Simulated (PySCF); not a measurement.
**Electronic absorption of [C5H12PS]+**

Species: C₅H₁₂PS (charge +1).
Z-matrix (Å and degrees, GFN2-xTB geometry), rows numbered from 1:
```
C 
P   1  1.7996
C   2  1.8150  1  111.84
C   3  1.5282  2  110.58  1  -173.34
S   4  1.8243  3  111.45  2    63.59
C   5  1.8244  4   98.41  3   -69.94
C   6  1.5282  5  111.48  4    69.88
H   1  1.0903  2  110.05  3   -57.92
H   1  1.0914  2  109.21  3    61.84
H   1  1.0903  2  110.05  3  -178.39
H   2  1.3818  1  109.08  3   118.17
H   3  1.0957  2  108.17  1   -52.91
H   3  1.0955  2  108.78  1    64.56
H   4  1.0913  3  111.98  2   -58.50
H   4  1.0891  3  110.19  2  -179.57
H   6  1.0891  5  105.53  4  -170.51
H   6  1.0913  5  108.75  4   -54.07
H   7  1.0955  2  108.77  1   -64.58
H   7  1.0957  2  108.16  1    52.87
```

The calculation used TDDFT CAM-B3LYP/def2-SVPD, vertical, gas phase, core orbitals frozen in the response in PySCF.

Problem. What does the calculation give for the low-lying excited states?

Solution. 

```tsv
state	E (eV)	E (hartree)	f	symmetry	main configurations (H = HOMO, L = LUMO)
S1	5.66	0.2078	0.0009	–	H→L+4 (59%), H→L+2 (26%)
S2	6.20	0.2279	0.0024	A′	H→L+1 (42%), H→L (37%), H→L+3 (13%)
S3	6.33	0.2327	0.016	A′	H→L+1 (52%), H→L (30%), H→L+5 (13%)
S4	6.70	0.2461	0.0051	A″	H→L+2 (69%), H→L+4 (27%)
S5	6.90	0.2536	0.030	A′	H→L+5 (58%), H→L (25%)
S6	7.07	0.2598	0.032	A′	H→L+3 (68%), H→L+5 (12%)
S7	7.65	0.2812	0.020	A′	H→L+7 (49%), H→L+8 (38%)
S8	7.83	0.2878	0.014	A″	H→L+6 (70%), H→L+14 (10%), H→L+4 (9%)
```

Triplets, Tamm–Dancoff:

```tsv
state	E (eV)	λ (nm)	main configurations (H = HOMO, L = LUMO)
T1	5.16	240.4	H→L+4 (59%), H→L+2 (20%), H→L+6 (8%)
T2	5.73	216.3	H→L+5 (40%), H→L (23%), H→L+8 (9%)
T3	6.17	201.1	H→L+1 (77%), H→L+3 (10%), H→L (9%)
```

The lowest singlet comes at 219 nm (546 kJ/mol) in the ultraviolet; it is very weak; its leading configuration is HOMO→LUMO+4 (59%). The most intense listed level is S6 at 7.07 eV (175 nm, f = 0.032), 1.41 eV above S1. Löwdin shares by element: HOMO sulfur 71%, carbon 16% or more; LUMO hydrogen 26% or more, phosphorus 24%, carbon 14% or more (atoms not listed hold the other 36%). Orbital energies (eV): HOMO-3 -16.42, HOMO-2 -15.01, HOMO-1 -14.20, HOMO -11.88, LUMO -3.02, LUMO+1 -2.85, LUMO+2 -2.72. The listed states span 2.18 eV, and the widest gap between neighbours is 0.58 eV (S6 to S7). The oscillator strengths of these states sum to 0.121; summed over the whole spectrum of an exact calculation they would give the number of electrons, 72 (Thomas–Reiche–Kuhn). No computed singlet lies in the visible range (380 to 750 nm); the lowest, at 219 nm, stands 2.39 eV above its violet end (3.26 eV). Symmetry labels in Cs follow from the direction of the transition dipole and are given only for states with f of 0.002 or more. Singlets were solved by full linear response, triplets in the Tamm–Dancoff approximation.

Cost: about 2.3 min of CPU time on one thread; the machine was shared, so the figure is rough.

One conformer stands for the species.
